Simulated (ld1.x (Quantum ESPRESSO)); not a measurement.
Scattering properties, TM potential for iron

```
Element                 : Fe
Generator               : ld1.x (Quantum ESPRESSO) 7.5
Type                    : norm-conserving Troullier–Martins (Kleinman–Bylander form)
Functional              : PBEsol
Relativity              : scalar-relativistic
Frozen core             : [Ar]
Valence charge          : 8
Reference configuration : 3d6 4s2 4p0
Partial waves           : 4s (bound): rc 2.10 bohr; 4p (bound, empty): rc 2.50 bohr; 3d (bound): rc 1.20 bohr
Local potential         : the d channel
Core correction         : Bessel-smoothed model core inside 0.75 bohr
```

The phase is arctan(r·u′/u) with u = r·R(r), unwrapped; energies in Ry, scanned from -3 to 5 Ry. A pole is an energy at which the radial function vanishes at the test radius. The pseudo phase is shifted by a multiple of π to meet the all-electron one at the reference energy, and phase errors are pseudo minus all-electron; the curves can meet again beyond the range given. Levels narrower than the energy grid can be missing from the lists of poles.

```json
{"channel": "s", "radius (bohr)": "2.71", "reference energy (Ry)": "-0.39", "poles, all-electron": "1.21", "poles, pseudo": "1.06, 3.26", "unbroken range about the reference energy with phases within 0.05 rad": "below 1.5", "phase error 1 Ry above the reference energy (rad)": "-0.013"}
{"channel": "p", "radius (bohr)": "2.71", "reference energy (Ry)": "-0.10", "poles, all-electron": "2.15", "poles, pseudo": "1.96", "unbroken range about the reference energy with phases within 0.05 rad": "below 2.7", "phase error 1 Ry above the reference energy (rad)": "-0.014"}
{"channel": "d", "radius (bohr)": "2.71", "reference energy (Ry)": "-0.55", "poles, all-electron": "-0.45, 3.80", "poles, pseudo": "-0.45, 3.91", "unbroken range about the reference energy with phases within 0.05 rad": "below 1.4", "phase error 1 Ry above the reference energy (rad)": "+0.003"}
```

Note: ghost states, extra bound levels that the all-electron valence spectrum of the same l lacks: s at -318.6 eV, p at -132.9 eV. A true bound ghost makes a file unfit for plane-wave use.

Phases in the s channel:

| E (Ry) | all-electron | pseudo |
| --- | --- | --- |
| -3.00 | 1.319 | 1.318 |
| -2.76 | 1.304 | 1.302 |
| -2.52 | 1.285 | 1.283 |
| -2.28 | 1.262 | 1.260 |
| -2.04 | 1.232 | 1.230 |
| -1.80 | 1.194 | 1.191 |
| -1.56 | 1.141 | 1.138 |
| -1.32 | 1.062 | 1.059 |
| -1.08 | 0.936 | 0.932 |
| -0.84 | 0.707 | 0.704 |
| -0.60 | 0.253 | 0.251 |
| -0.36 | -0.440 | -0.440 |
| -0.12 | -0.952 | -0.954 |
| 0.12 | -1.212 | -1.218 |
| 0.36 | -1.355 | -1.363 |
| 0.60 | -1.443 | -1.455 |
| 0.84 | -1.504 | -1.521 |
| 1.08 | -1.550 | -1.575 |
| 1.32 | -1.587 | -1.623 |
| 1.56 | -1.619 | -1.675 |
| 1.80 | -1.649 | -1.743 |
| 2.04 | -1.677 | -1.866 |
| 2.28 | -1.706 | -2.295 |
| 2.52 | -1.737 | -4.074 |
| 2.76 | -1.772 | -4.522 |
| 3.00 | -1.814 | -4.644 |
| 3.24 | -1.867 | -4.707 |
| 3.48 | -1.938 | -4.751 |
| 3.72 | -2.043 | -4.787 |
| 3.96 | -2.211 | -4.820 |
| 4.20 | -2.509 | -4.854 |
| 4.44 | -3.023 | -4.892 |
| 4.68 | -3.616 | -4.936 |
| 4.92 | -4.007 | -4.994 |
